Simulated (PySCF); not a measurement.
**Spinor energies of Mg (magnesium, neutral)**

Start: [Ne] 3s1 4s1; 3s1/2 filled at m_j = +1/2; 4s1/2 filled at m_j = +1/2. Calculated with PySCF 2.14 in x2c-SVPall-2c with one added diffuse shell each of s, p type (5s5p1d, 25 functions): generalised Hartree-Fock with the X2C-1e Hamiltonian and a Gaussian nucleus; one run each with spin-orbit coupling (SO) switched off, then screened by Boettger's factors. This is a chosen level, not necessarily the ground level.

| spinor shell | electrons | ε, spin-free (eV) | ε, screened SO (eV) | weight of nominal j (screened SO) | rms radius, screened SO (bohr) |
| --- | --- | --- | --- | --- | --- |
| 1s1/2 | 2 | -1340.4 | -1340.4 | 1.000 | 0.151 |
| 2s1/2 | 2 | -107.59 | -107.59 | 1.000 | 0.756 |
| 2p1/2 | 2 | -66.939 | -67.174 | 0.931 | 0.771 |
| 2p3/2 | 4 | -66.939 | -66.822 | 0.965 | 0.772 |
| 3s1/2 | 1 | -11.197 | -11.197 | 1.000 | 3.08 |
| 4s1/2 | 1 | -2.381 | -2.381 | 1.000 | 8.98 |

```json
{"quantity": "E (hartree)", "spin-free": "-199.68435", "screened SO": "-199.68438"}
{"quantity": "M_J", "spin-free": "1", "screened SO": "1"}
{"quantity": "⟨J²⟩", "spin-free": "2.000", "screened SO": "2.000"}
{"quantity": "⟨L²⟩", "spin-free": "0.000", "screened SO": "0.000"}
{"quantity": "⟨S²⟩", "spin-free": "2.000", "screened SO": "2.000"}
```

Each row is a mean over spinors that exchange with the open shell spreads, by up to 0.516 eV (2s1/2).

Without spin-orbit coupling the j labels of p, d and f shells carry no meaning; the spin-free column gives the mean over the occupied spinors of each nl shell.
